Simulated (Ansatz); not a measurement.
Gas-phase reaction 2 R1 + R2 + 2 R3 → 4 P1 + P2, each structure at its B3LYP-D3(BJ)/def2-TZVP stationary point, reached from a drawn start (curvature not checked).
R1, CH4 (SMILES C) (charge 0, multiplicity 1):
```
atom    x (Å)    y (Å)    z (Å)
----  -------  -------  -------
C      0.0000   0.0000   0.0000
H      0.6289   0.6289   0.6289
H     -0.6289  -0.6289   0.6289
H      0.6289  -0.6289  -0.6289
H     -0.6289   0.6289  -0.6289
```
P1, H2 (SMILES [H][H]) (charge 0, multiplicity 1):
```xyz
2

H      0.00000     0.00000     0.37199
H      0.00000     0.00000    -0.37199
```
R2, H2O (SMILES O) (charge 0, multiplicity 1):
| atom | x (Å) | y (Å) | z (Å) |
|---|---|---|---|
| O | 0.0000 | 0.0000 | 0.3896 |
| H | 0.0000 | 0.7650 | -0.1949 |
| H | 0.0000 | -0.7650 | -0.1949 |
R3, SiH4 (SMILES [SiH4]) (charge 0, multiplicity 1):
```xyz
5

Si     0.0000     0.0000     0.0000
H      0.8547     0.8547     0.8547
H     -0.8547    -0.8547     0.8547
H     -0.8547     0.8547    -0.8547
H      0.8547    -0.8547    -0.8547
```
P2: C2H10OSi2 (SMILES C[SiH](C)O[SiH3]), charge 0, multiplicity 1.

P less R. No zero-point or thermal terms. One arrangement of each flexible species, with no search for the lowest.

Correlated levels freeze the cores.

Codes used: Ansatz (Gaussian orbitals). No computed number here is a measurement.

Total energies in hartree:

```tsv
structure	PBE/def2-TZVPP	B3LYP/def2-TZVPP	CCSD(T)/cc-pV(T+d)Z
R1	-40.464286	-40.539117	-40.438100
P1	-1.166122	-1.180004	-1.172336
R2	-76.380147	-76.466662	-76.332115
R3	-291.721620	-291.917183	-291.440117
P2	-736.116779	-736.687676	-735.439633
```

**Question.** Work out the reaction energy at each level in kcal/mol (1 hartree = 627.50947 kcal/mol), and say how far PBE/def2-TZVPP lies from CCSD(T)/cc-pV(T+d)Z.

**Answer.** 
- PBE/def2-TZVPP: 4 × (-1.166122) + (-736.116779) − (-76.380147) − 2 × (-40.464286) − 2 × (-291.721620) = -0.029308 hartree = -18.39 kcal/mol
- B3LYP/def2-TZVPP: 4 × (-1.180004) + (-736.687676) − (-76.466662) − 2 × (-40.539117) − 2 × (-291.917183) = -0.028430 hartree = -17.84 kcal/mol
- CCSD(T)/cc-pV(T+d)Z: 4 × (-1.172336) + (-735.439633) − (-76.332115) − 2 × (-40.438100) − 2 × (-291.440117) = -0.040428 hartree = -25.37 kcal/mol
PBE/def2-TZVPP less CCSD(T)/cc-pV(T+d)Z: 6.98 kcal/mol. CCSD(T)/cc-pV(T+d)Z is the level counted from, the highest shown, and no exact or measured value.

Ansatz is a quantum-chemistry and plane-wave program.
